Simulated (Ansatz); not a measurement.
Calculated with Ansatz (gas phase, PBE0-D4/def2-TZVP geometries, no zero-point term in ΔE). CCSD(T)/CBS adds triple-zeta CCSD(T) − MP2 to the extrapolated MP2 energy (def2 sets, frozen cores). This one scheme is used for every species. DFT in def2-TZVPP. HSE06 is defined as in plane-wave codes. def2 core potentials past Kr. For Br, Sn outer-core shells are correlated without core-valence functions, which leaves a few kJ/mol of doubt a bond. Scalar relativity is left out up to krypton. One conformer a species, not always the lowest.

Reaction (ligand exchange at the Sn–Br bond): `[Br][SnH2][Br]` + NH₃ → `[NH2][SnH2][Br]` + HBr

| level | ΔE (kJ/mol) | difference from CCSD(T)/CBS |
| --- | --- | --- |
| r2SCAN0-D4 | 114.4 | 4.6 |
| HSE06-D4 | 113.4 | 3.6 |
| CAM-B3LYP-D4 | 105.8 | -4.0 |
| PBE-QIDH | 111.0 | 1.2 |
| r2SCAN | 111.6 | 1.8 |
| PBE0 | 112.6 | 2.8 |
| r2SCANh | 112.8 | 3.0 |
| LC-ωPBE | 104.0 | -5.8 |
| HF/def2-SVP | 120.5 | 10.7 |
| MP2/def2-SVP | 108.4 | -1.4 |
| CCSD/def2-SVP | 107.2 | -2.6 |
| MP2/def2-TZVPP | 105.0 | -4.8 |
| HF/def2-QZVPP | 118.7 | 8.9 |
| MP2/def2-QZVPP | 109.7 | -0.1 |
| HF/CBS(def2) | 118.7 | 8.9 |
| MP2/CBS(def2) | 113.1 | 3.3 |
| CCSD(T)/CBS | 109.8 | 0 |

Largest T1 diagnostic among the species: 0.011.

Leaving LDA and LC-ωPBE aside and taking each functional with its dispersion term where it has one, the values, not all of them listed here, spread over 10.7 kJ/mol, from CAM-B3LYP-D4 to BHLYP-D4. LDA lies −6.9 kJ/mol from PBE without D4. In def2-TZVPP, CCSD(T) changes the Hartree–Fock value by −16.9 kJ/mol (the triples alone add −1.5 kJ/mol) and MP2 by −13.6 kJ/mol. From BLYP to BHLYP (50 % exact exchange), in def2-TZVPP and without D4, ΔE moves by +6.2 kJ/mol.
